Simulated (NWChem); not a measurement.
System meant: CH4BeSe; SMILES [CH3][Be][SeH]

NWChem input:

```
start job
memory heap 200 mb stack 900 mb global 1100 mb
geometry units angstroms noautosym nocenter noautoz
  Be     0.051371    -1.101742    -0.001846
  C      0.008165    -2.775188     0.000178
  H     -0.722384    -3.174275    -0.725702
  H     -0.258153    -3.189134     0.988459
  H      0.988397    -3.206609    -0.272223
  Se     0.142525     0.940664    -0.004658
  H     -1.329778     1.011123     0.005750
end
basis spherical
  * library def2-svp
end
dft
  xc m06-2x
  iterations 150
end
property
  shielding
end
task dft property
```

End of the output:

```
 Vector   27  Occ=0.000000D+00  E= 3.014331D-02
              MO Center=  6.5D-02, -9.4D-01, -2.0D-02, r^2= 4.3D+00
   Bfn.  Coefficient  Atom+Function         Bfn.  Coefficient  Atom+Function
  ----- ------------  ---------------      ----- ------------  ---------------
     9      0.769596  1 Be pz                 6     -0.479128  1 Be pz
    55     -0.429967  6 Se pz                30     -0.275302  4 H  s
    25      0.197291  3 H  s                 52     -0.168569  6 Se pz
    29     -0.125611  4 H  s                 49      0.113965  6 Se pz
    24      0.091898  3 H  s                 67     -0.073248  6 Se d -1

 center of mass
 --------------
 x =   0.19043287 y =   0.40677459 z =  -0.00701359

 moments of inertia (a.u.)
 ------------------
         720.503988805681         -21.907549524522           0.078761046274
         -21.907549524522          19.720238832063           0.786068205114
           0.078761046274           0.786068205114         728.864737133043

     Multipole analysis of the density
     ---------------------------------

     L   x y z        total         alpha         beta         nuclear
     -   - - -        -----         -----         ----         -------
     0   0 0 0      0.000000    -24.000000    -24.000000     48.000000

     1   1 0 0     -0.277431     -3.708791     -3.708791      7.140152
     1   0 1 0     -0.368454     -2.419381     -2.419381      4.470307
     1   0 0 1     -0.001143      0.158547      0.158547     -0.318237

     2   2 0 0    -21.773743    -18.092084    -18.092084     14.410425
     2   1 1 0     -0.992926     -5.492967     -5.492967      9.993009
     2   1 0 1     -0.019889      0.044677      0.044677     -0.109244
     2   0 2 0    -25.604757   -214.034564   -214.034564    402.464371
     2   0 1 1      0.028573      0.217529      0.217529     -0.406485
     2   0 0 2    -24.837025    -15.237126    -15.237126      5.637227

          -----------------------------------------
          Chemical Shielding Tensors (GIAO, in ppm)
          -----------------------------------------

 ------------------------------------------------------------------------
  xm06: d2 not coded                    0
 ------------------------------------------------------------------------
 ------------------------------------------------------------------------
  current input line :
    22: task dft property
 ------------------------------------------------------------------------
 ------------------------------------------------------------------------
 This error has not yet been assigned to a category
 ------------------------------------------------------------------------
 For more information see the NWChem manual at https://nwchemgit.github.io

0: xm06: d2 not coded:Received an Error in Communication
```

Problem. What is wrong, and how is it mended?

Solution. The run crashed. Cause: this functional's second derivatives, which shieldings need, aren't coded here; the fix takes a hybrid GGA instead. This input runs:
```
start job
memory heap 200 mb stack 900 mb global 1100 mb
geometry units angstroms noautosym nocenter noautoz
  Be     0.051371    -1.101742    -0.001846
  C      0.008165    -2.775188     0.000178
  H     -0.722384    -3.174275    -0.725702
  H     -0.258153    -3.189134     0.988459
  H      0.988397    -3.206609    -0.272223
  Se     0.142525     0.940664    -0.004658
  H     -1.329778     1.011123     0.005750
end
basis spherical
  * library def2-svp
end
dft
  xc pbe0
  iterations 150
end
property
  shielding
end
task dft property
```
It converges to -2456.15164 Ha (PBE0/def2-SVP, GIAO).
